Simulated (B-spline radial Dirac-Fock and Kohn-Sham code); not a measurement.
Dipole and non-dipole photoemission parameters of Sr²⁺ 3p3/2

System: strontium as Sr²⁺ in the configuration [Ar] 3d10 4s2 4p6; threshold 283.8 eV (orbital energy of the model). Calculated with a B-spline atomic structure program, using Dirac-Hartree-Slater photoionisation with a Latter tail; cross sections with all multipoles, angular parameters from the dipole term and its interference with E2.

Input file task.json (cfg lists n, l and occupation; rrms is the nuclear radius in fm):

```json
{"items": [{
  "Z": 38,
  "q": 2,
  "cfg": [[1, 0, 2], [2, 0, 2], [2, 1, 6], [3, 0, 2], [3, 1, 6], [3, 2, 10], [4, 0, 2], [4, 1, 6]],
  "A": 88,
  "rrms": 4.224,
  "do": "xps",
  "hv": [60.6, 62.5, 100, 152.0, 161.0, 173.0, 241.0, 245.0, 300, 341.0, 392.0, 432.0, 600, 638.0, 900.0, 1253.6, 1590.0, 1660.0, 1870.0, 2000, 2280.0, 2640.0, 4000, 5890.0, 7140.0, 7210.0, 8047.8, 8550.0, 8690.0, 9251.7]
}]}
```

Command: `python xray2_run.py task.json out`

| hν (eV) | σ (kb) | β | γ | δ |
| --- | --- | --- | --- | --- |
| 300 | 452 | -0.099 | -0.175 | 0.080 |
| 341 | 453 | 0.545 | 0.060 | 0.086 |
| 392 | ? | ? | ? | ? |
| 432 | 401 | 1.133 | 0.222 | 0.033 |
| 600 | 285 | 1.456 | 0.082 | 0.006 |
| 638 | 263 | 1.491 | 0.055 | 0.004 |
| 900 | 155 | 1.603 | -0.026 | 0.002 |
| 1253.6 | 84.1 | 1.632 | 0.019 | 0.004 |
| 1590 | 51.6 | 1.623 | 0.113 | 0.007 |
| 1660 | 47.1 | 1.619 | 0.134 | 0.008 |
| 1870 | 36.3 | 1.606 | 0.199 | 0.010 |
| 2000 | 31.2 | 1.597 | 0.240 | 0.011 |
| 2280 | 23.0 | 1.575 | 0.326 | 0.014 |
| 2640 | 16.1 | 1.545 | 0.431 | 0.018 |
| 4000 | 5.57 | 1.434 | 0.766 | 0.035 |
| 5890 | 1.91 | 1.298 | 1.098 | 0.064 |
| 7140 | 1.09 | 1.221 | 1.261 | 0.084 |
| 7210 | 1.06 | 1.217 | 1.269 | 0.085 |
| 8047.8 | 0.763 | 1.170 | 1.360 | 0.098 |
| 8550 | 0.636 | 1.143 | 1.410 | 0.106 |
| 8690 | 0.605 | 1.136 | 1.423 | 0.109 |
| 9251.7 | 0.500 | 1.108 | 1.473 | 0.118 |

**Question.** Give the values at 392 eV.

**Answer.** σ = 430 kb, β = 0.956, γ = 0.209, δ = 0.053.
